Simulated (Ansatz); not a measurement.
C₃H₃BrS (`C=C=C(S)Br`), relaxed with RKS PBE-D4/def2-SVP in Ansatz 0.2.0 from a rough embedded geometry. The force threshold is 0.03 eV/Å; the program also tests the step.

The species carries charge 0 and has multiplicity 1.

Start:

```xyz
8

C    -1.320   -0.395    0.663
C    -0.333    0.001   -0.073
C     0.682    0.422   -0.788
S     2.255    0.273   -0.195
Br    0.309    1.333   -2.350
H    -1.839    0.189    1.359
H    -1.759   -1.410    0.461
H     2.006   -0.413    0.922
```

```json
{"step": "1", "energy (eV)": "-84005.9705", "largest force (eV/Å)": "3.181", "largest move (Å)": "0.000"}
{"step": "2", "energy (eV)": "-84006.0738", "largest force (eV/Å)": "2.519", "largest move (Å)": "0.192"}
{"step": "3", "energy (eV)": "-84006.3458", "largest force (eV/Å)": "0.888", "largest move (Å)": "0.185"}
{"step": "4", "energy (eV)": "-84006.3743", "largest force (eV/Å)": "0.447", "largest move (Å)": "0.086"}
{"step": "5 (rejected)", "energy (eV)": "-84006.3445", "largest force (eV/Å)": "0.226", "largest move (Å)": "0.158"}
{"step": "6", "energy (eV)": "-84006.3935", "largest force (eV/Å)": "0.125", "largest move (Å)": "0.079"}
{"step": "7", "energy (eV)": "-84006.3941", "largest force (eV/Å)": "0.042", "largest move (Å)": "0.012"}
{"step": "8", "energy (eV)": "-84006.3943", "largest force (eV/Å)": "0.018", "largest move (Å)": "0.010"}
```

End:

```xyz
8

C    -1.431   -0.437    0.649
C    -0.394    0.000   -0.037
C     0.649    0.433   -0.714
S     2.370    0.296   -0.290
Br    0.423    1.342   -2.387
H    -1.936    0.194    1.404
H    -1.844   -1.451    0.495
H     2.163   -0.378    0.879
```

Hardware: 4 threads of an Arm Neoverse V2 on a shared host. Wall time 9.5 s, peak host memory 0.16 GiB.
